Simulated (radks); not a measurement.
Radial electron density D(r) = 4 pi r^2 rho(r) of an atom or ion with 54 electrons. All-electron calculation, scalar-relativistic Kohn-Sham, LDA (Slater exchange, Perdew-Wang correlation), spin-polarised, spherical densities, finite nucleus; Fermi nuclear charge, rms radius of each element as measured or else 0.836 A^(1/3) + 0.57 fm. Program: a radial shooting solver on a logarithmic mesh with Libxc functionals.

| r (bohr) | D(r) (e/bohr) |
|---|---|
| 0.00299 | 15.96 |
| 0.003956 | 23.68 |
| 0.005234 | 33.91 |
| 0.00687 | 45.92 |
| 0.00909 | 59.07 |
| 0.01193 | 70.01 |
| 0.01579 | 75.97 |
| 0.02072 | 74.71 |
| 0.02742 | 69.03 |
| 0.03599 | 67.62 |
| 0.04761 | 78.24 |
| 0.0625 | 94.90 |
| 0.08269 | 99.11 |
| 0.1085 | 83.95 |
| 0.1436 | 73.55 |
| 0.19 | 83.92 |
| 0.2494 | 80.43 |
| 0.33 | 47.61 |
| 0.4332 | 30.87 |
| 0.5731 | 36.06 |
| 0.7523 | 28.14 |
| 0.9954 | 13.76 |
| 1.307 | 8.996 |
| 1.729 | 6.021 |
| 2.269 | 2.204 |
| 3.002 | 0.3294 |
| 3.941 | 0.01853 |
| 5.214 | 0.0002520 |

What is the nuclear charge?

Answer. Z = 58. The innermost maximum, from 1s, lies near gamma/Z bohr with gamma = sqrt(1 - (Z/c)^2) = 0.906, here 0.0156 bohr (found: 0.0171), and its height grows with Z. The density is that of the cerium ion Ce4+ in [Xe]; the configuration itself is not fixed sharply by these data, and Z only to a few units. D(r) has 4 maxima, at r = 0.0171, 0.0757, 0.214, 0.587 bohr, and minima at 0.0330, 0.141, 0.433 bohr, inside which lie 1.96, 11.20, 28.93 electrons.
